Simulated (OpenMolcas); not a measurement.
W2+.

```json
{"Program": "OpenMolcas", "Basis": "ANO-RCC-VQZP [9s8p6d4f3g2h]", "Scalar Hamiltonian": "DKH2, point nucleus", "Active space": "4 electrons in 10 orbitals (5d 6d)", "State averaging": "2S+1 = 5 even, 5 roots; 2S+1 = 3 even, 45 roots; 2S+1 = 1 even, 50 roots", "Spin-orbit coupling": "RASSI with atomic mean-field integrals over the reference wave functions, term energies averaged over their components"}
```

Two sets of levels on these reference wave functions, in cm⁻¹ above 5d⁴ ⁵D₀: one from CASSCF and one from MS-CASPT2, IPEA 0.25 Eh, imaginary shift 0.1 Eh (closed shells correlated: 5s 5p).

```json
{"Level": "5d⁴ ⁵D₀ [65 %]", "Set 1": "0.0", "Set 2": "0.0"}
{"Level": "5d⁴ ⁵D₁", "Set 1": "1710", "Set 2": "2560"}
{"Level": "5d⁴ ⁵D₂", "Set 1": "3710", "Set 2": "4980"}
{"Level": "5d⁴ ⁵D₃", "Set 1": "5670", "Set 2": "6930"}
{"Level": "5d⁴ ⁵D₄", "Set 1": "7510", "Set 2": "8430"}
{"Level": "5d⁴ ³P₀(1) [57 %]", "Set 1": "14600", "Set 2": "11410"}
{"Level": "5d⁴ ³H₄ [58 %]", "Set 1": "15900", "Set 2": "14820"}
{"Level": "5d⁴ ³H₅", "Set 1": "19010", "Set 2": "18080"}
{"Level": "5d⁴ ³G₃ [52 %]", "Set 1": "19220", "Set 2": "17130"}
{"Level": "5d⁴ ³P₁(1)", "Set 1": "19440", "Set 2": "15100"}
{"Level": "5d⁴ ³F₂(1) [71 %]", "Set 1": "20110", "Set 2": "16640"}
{"Level": "5d⁴ ³H₆", "Set 1": "20640", "Set 2": "19750"}
{"Level": "5d⁴ ³P₂(1) [68 %]", "Set 1": "24330", "Set 2": "19600"}
{"Level": "5d⁴ ³F₃(1) [54 %]", "Set 1": "25080", "Set 2": "22510"}
{"Level": "5d⁴ ³G₅", "Set 1": "27150", "Set 2": "25670"}
{"Level": "5d⁴ ³D₃ [69 %]", "Set 1": "27730", "Set 2": "24440"}
```

**Question.** Which set is which?

**Answer.** Set 2 is MS-CASPT2. Its levels of the other terms of 5d⁴ lie at 0.78 to 0.96 of the other set's values, as expected, since terms of lower spin or lower L gain more correlation energy than the Hund ground term. Against 6 measured levels (NIST levels as listed in McCann et al., Mon. Not. R. Astron. Soc. 538, 537 (2025)) the mean absolute deviation is 810 cm-1 with it and 1500 cm-1 without; single levels miss by up to 2200 cm-1 with it.

CASPT2 does not keep the components of a term degenerate, so their means are used; among the terms shown or strongly mixed into the levels shown the widest spread is 720 cm-1 (5d⁴ ¹I, MS-CASPT2). Over all roots computed the reference weight is 0.88 to 0.95 in MS-CASPT2; the roots of lowest weight are the least certain, and an intruder state may touch them. Active for correlation alone: 6d; no level in the range computed is led by a configuration that fills it, so any true level of that kind is missing. Without dynamic correlation excited terms often stand tens of per cent too high (terms of higher spin than the ground term too low), and those without a measured partner can miss by more than the paired ones (holds for CASSCF). The CASPT2 spread within a term exceeds the gap to the next term for 5d⁴ ³H and 5d⁴ ³F(1), 5d⁴ ³D and 5d⁴ ¹D(1), 5d⁴ ¹D(1) and 5d⁴ ¹I and others, so the order of their levels is uncertain, and so are names and mixing where such terms share a J (holds for MS-CASPT2). Some terms miss by over 15 % even with CASPT2, which points to a basis or an active space too small for the shells correlated (holds for MS-CASPT2). Computed and measured levels are paired by configuration, term and J; levels that our copy of the source lacks, or whose pairing is in doubt (as where it misses far off the trend of its configuration), stay unpaired and out of the deviations. Levels of configurations outside the active space are missing. The table leaves out levels that lie high or whose names do not pair safely across all columns.

A share in square brackets marks a mixed level and gives the weight of the term that names it, the lowest over the columns. A number in round brackets counts repeated terms of one configuration in the order of the reference energies.
